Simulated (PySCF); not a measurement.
## Calculated data, BH6OSi2

All values are calculated (PySCF 2.14.0). Calculation on a computer-drawn molecule: the log of a Hartree-Fock and frozen-core CCSD(T) single point meant for a local Hartree-Fock minimum, with one planted fault or none, to be diagnosed. Offsets are logged minus clean, where the clean run is the same molecule without the fault. The reference is restricted for singlets and unrestricted otherwise, and also for a bond in bohr or an excited solution. Adding or removing an electron swaps singlet and doublet. The excited solution moves the top pair (singlet) or top alpha electron (doublet) to the lowest empty orbital. Highest occupied and lowest empty are orbital energies over both spins, largest force is the largest gradient component, triples share is (T) over the correlation energy, the T1 limit is 0.02 restricted and 0.045 unrestricted, electrons count all cores, a negative frequency is imaginary (commonest isotopes), and the dipole is about the centre of nuclear charge.

```xyz
10
formula=BH6OSi2 meant_charge=1 meant_multiplicity=1 meant_basis=cc-pV(D+d)Z logged_electrons=46 logged_basis_functions=104 logged_SCF_converged=yes logged_spin_squared=0 logged_highest_occupied=-15.439 logged_lowest_empty=-4.565 logged_largest_force=3.216e-05 logged_lowest_frequency=25.818 logged_T1_diagnostic=0.015998 logged_D1_diagnostic=0.056922 logged_triples_share=0.023501 logged_CC_converged=yes logged_dipole_magnitude=5.3664 logged_SCF_stable_within_its_kind=yes logged_energy_HF=-680.68476 logged_energy_CCSD(T)=-681.18819 possible_faults=no_fault,one_electron_removed,one_electron_added,multiplicity_raised_by_two,geometry_at_a_saddle_point,SCF_held_on_an_excited_solution,minimal_basis_STO-3G,one_bond_length_entered_in_bohr,all_coordinates_scaled planted_fault=no_fault HF_energy_offset_from_clean_run=0 CCSD(T)_energy_offset_from_clean_run=0
B     -1.8282    -0.3345     1.4717
Si    -0.8703    -2.0555     1.9604
O      0.8042    -1.9536     1.4102
Si     2.2714    -1.9163     0.9469
H     -2.9785    -0.2234     1.7696
H     -1.2734     0.5569     0.9001
H     -0.7270    -2.2875     3.4059
H     -1.3711    -3.2527     1.2677
H      2.6154    -2.3992    -0.3839
H      3.2929    -1.3918     1.8435
```

Units: logged_highest_occupied, logged_lowest_empty in eV; logged_largest_force in hartree/bohr; logged_lowest_frequency in cm⁻¹; logged_dipole_magnitude in debye; logged_energy_HF, logged_energy_CCSD(T) in hartree; HF_energy_offset_from_clean_run, CCSD(T)_energy_offset_from_clean_run in kcal/mol.

Drawn bonds:
```
atom  other atom  order
   1           2      1
   2           3      1
   3           4      1
   1           5      1
   1           6      1
   2           7      1
   2           8      1
   4           9      1
   4          10      1
```
